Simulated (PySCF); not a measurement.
C2H6Bi, SMILES [CH3][Bi+][CH3] (connectivity only; charge and spin as stated), charge +1, multiplicity 1.

Geometry: PBE0-D3(BJ)/def2-SVP. The multiplicity is an assumed one; other spin states were not compared. The isomer is the one that the SMILES or the coordinates give; other isomers of the formula were not compared. The def2 effective core potentials stand for the cores of Bi; spin–orbit coupling is left out.

The numbers are results of TDA-PBE0/def2-SVPD (PySCF), not measurements.

Vertical excitations. Isolated molecule, no solvent. State labels are in the subgroup C2.

```tsv
state	symmetry	energy (eV)	λ (nm)	f	main pairs
S1	B	2.31	536	0.006	HOMO→LUMO 100 %
S2	A	3.00	414	0.000	HOMO−1→LUMO 100 %
S3	A	5.67	219	0.000	HOMO−3→LUMO 100 %
S4	B	5.74	216	0.010	HOMO−2→LUMO 95 %
S5	B	6.02	206	0.002	HOMO−5→LUMO 100 %
S6	A	6.17	201	0.006	HOMO−4→LUMO 93 %
S7	B	6.99	177	0.143	HOMO→LUMO+1 77 %, HOMO−1→LUMO+2 19 %
S8	A	7.29	170	0.040	HOMO→LUMO+2 59 %, HOMO−1→LUMO+1 40 %
S9	A	8.00	155	0.006	HOMO→LUMO+3 99 %
S10	A	8.54	145	0.752	HOMO−1→LUMO+1 47 %, HOMO→LUMO+2 31 %
T1	B	1.54	805	0	HOMO→LUMO 99 %
T2	A	2.56	484	0	HOMO−1→LUMO 99 %
T3	B	5.36	231	0	HOMO−2→LUMO 98 %
T4	A	5.54	224	0	HOMO−3→LUMO 99 %
```
Triplets are in the Tamm–Dancoff approximation.
